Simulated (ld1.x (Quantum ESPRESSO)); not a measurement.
Which change was made? (Cl, TM)

```
Element                 : Cl (Z = 17)
Generator               : ld1.x (Quantum ESPRESSO) 7.5
Type                    : norm-conserving Troullier–Martins (Kleinman–Bylander form)
Functional              : Wu–Cohen
Relativity              : fully relativistic
Frozen core             : [Ne]
Valence charge          : 7
Reference configuration : 3s2 3p5
Partial waves           : 3s (bound): rc 1.05 bohr; 3p (bound): rc 1.30 bohr; 3d channel at 0.1 Ry: rc 1.35 bohr
Local potential         : the d channel
Core correction         : Bessel-smoothed model core inside 0.85 bohr
```

Open shells are filled in proportion to 2j + 1 (rel_dist='average').

Cutoffs, loose and tight: the cutoffs (Ry, on a coarse ladder) from which the occupation-weighted sum of valence levels, in a spherical-Bessel basis at the reference potential, stays within 10 and 1 mRy of its value at 400 Ry. They do not see the model core or the augmentation charge, which bear on the density cutoff. Test errors are all-electron minus pseudo excitation energies from the reference, over the configurations 3s2 3p4; 3s2 3p3; 3s2 3p2; 3s2 3p5.3; 3s1 3p5; 3s1 3p6; 3s2 3p4.5; variants that change the core or the reference have their own tests.

The base gives: outcome: generated; cutoff, loose: 70 Ry; cutoff, tight: 160 Ry; bound ghosts: none; largest test error (meV): +150.

On the changes marked as counting shells twice: ld1.x takes every shell without a wave as core, so the model core holds the marked electrons as well and exchange and correlation see them twice. This cancels in the reference configuration, but the file is broken for other ones, and its errors say nothing about a proper core correction.

Q: After one change the result is: outcome: generated, misses its reference levels by 0.48 eV; bound ghosts: none; largest test error (meV): -1134 over the solved tests; 1 of 7 tests not solved or not reliable. Which change was it?
A. wave 3p (bound): rc 1.30 bohr becomes 3p (bound): rc 0.90 bohr
B. wave 3d channel at 0.1 Ry: rc 1.35 bohr becomes 3d channel at 0.1 Ry: rc 1.82 bohr
C. core [He], valence charge 15; reference 2s2 2p6 3s2 3p5; waves now 2p (bound): rc 0.60 bohr; 3d channel at 0.1 Ry: rc 0.50 bohr; 2s (bound): rc 0.55 bohr; local potential the s channel; core correction Bessel-smoothed model core inside 0.25 bohr (3p, 3s counted twice)

A: C. The others give: wave 3p (bound): rc 1.30 bohr becomes 3p (bound): rc 0.90 bohr → outcome: generated; cutoff, loose: 230 Ry; cutoff, tight: over 300 Ry; bound ghosts: none; largest test error (meV): +157 | wave 3d channel at 0.1 Ry: rc 1.35 bohr becomes 3d channel at 0.1 Ry: rc 1.82 bohr → outcome: generated; cutoff, loose: 70 Ry; cutoff, tight: 160 Ry; bound ghosts: none; largest test error (meV): +106.
